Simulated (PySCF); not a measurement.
## ICl⁺: frontier orbitals

UHF at R = 2.276 Å; PySCF, scalar-relativistic core potentials, basis sets I def2-SVP with ECP28, Cl def2-SVP. State: ²Π (doublet), unpaired electrons π ↑. Only the outer orbitals are listed, counted within each symmetry, core potentials removing the inner ones.

```
spin  orbital  occ.  ε (eV)  on I (%)  main shells (%)
   α       7σ     1  -37.87        28  70 Cl s, 24 I s
   α       8σ     1  -32.67        72  71 I s, 26 Cl s
   α       4π     1  -21.69        58  57 I p, 42 Cl p
   α       9σ     1  -21.60        48  47 Cl p, 44 I p
   α       4π     1  -20.87        37  63 Cl p, 36 I p
   α       5π     1  -18.93        43  57 Cl p, 43 I p
   α       5π     1  -17.93        64  64 I p, 36 Cl p
   α      10σ     0   -6.67        60  54 I p, 42 Cl p
   α      11σ     0    3.63       101   86 I s, 12 I d
   α      12σ     0    6.01        91   71 I p, 12 I d
   β       7σ     1  -37.41        18  79 Cl s, 14 I s
   β       8σ     1  -30.60        79  78 I s, 16 Cl s
   β       9σ     1  -21.37        44  52 Cl p, 38 I p
   β       4π     1  -20.68        29  70 Cl p, 29 I p
   β       4π     1  -19.61        11  89 Cl p, 10 I p
   β       5π     1  -17.52        71  71 I p, 28 Cl p
   β       5π     0   -8.91        90  90 I p, 10 Cl p
   β      10σ     0   -6.28        65  59 I p, 36 Cl p
   β      11σ     0    4.13       100   88 I s, 10 I d
```

Problem. Which are the highest filled and the lowest empty level, where do they sit, and how wide is the gap?

Solution. Highest filled β 5π at -17.52 eV (in %: 71 I p, 28 Cl p); lowest empty β 5π at -8.91 eV (in %: 90 I p, 10 Cl p); the gap at UHF is 8.61 eV. Both belong to one degenerate shell, split only by its one-sided filling, so this is no excitation gap.

* bond order (Mayer): 1.21
* ⟨S²⟩: 0.761
* charge on I (Mulliken, basis-dependent): 0.98
* charge on I (Löwdin, basis-dependent): 0.90
* dipole moment (positive dipole points towards Cl; it is taken about the centre of mass and depends on that origin): -1.27 D
* polarisability along the bond: 50.4 bohr³
* polarisability across the bond: 18.4 bohr³

Shares are Mulliken populations and can fall outside 0 to 100 %.

Spin–orbit coupling is left out. The state is the lowest determinant that a PBE0 search found; another state may lie lower at other levels.
